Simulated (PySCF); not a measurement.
**2-mercaptobenzyl alcohol (SMILES OCc1ccccc1S)**

Geometry:
```tsv
atom	x (Å)	y (Å)	z (Å)
O1	2.806	0.832	0.781
C2	2.170	0.159	-0.286
C3	0.702	-0.080	-0.060
C4	0.196	-1.382	-0.044
C5	-1.164	-1.636	0.119
C6	-2.041	-0.567	0.281
C7	-1.558	0.738	0.293
C8	-0.193	0.995	0.125
S9	0.331	2.685	0.088
H10	2.600	0.358	1.594
H11	2.305	0.808	-1.167
H12	2.670	-0.802	-0.505
H13	0.892	-2.216	-0.177
H14	-1.534	-2.663	0.121
H15	-3.111	-0.747	0.413
H16	-2.242	1.577	0.443
H17	1.583	2.436	0.546
```

Method: quadratic response CAM-B3LYP/aug-cc-pVDZ first hyperpolarisability, Taylor convention, gas phase in PySCF. Geometry: PBE0-D3(BJ)/def2-SVP.

(1) Give the tensor of the static β(0;0,0) in the axes of these coordinates.

Answers

(1) In au, Taylor convention; rows are the first index (the induced dipole):
```csv
,xx,yy,zz,xy,xz,yz
x,+5.5,+89.4,-4.3,+28.1,+15.7,+11.5
y,+28.1,+148.6,-23.2,+89.4,+11.5,+6.2
z,+15.7,+6.2,+4.6,+11.5,-4.3,-23.2
```
Norm of βᵢ = ⅓ Σⱼ (βᵢⱼⱼ + βⱼᵢⱼ + βⱼⱼᵢ): 180.2 au, hyper-Rayleigh value 86.1 au.
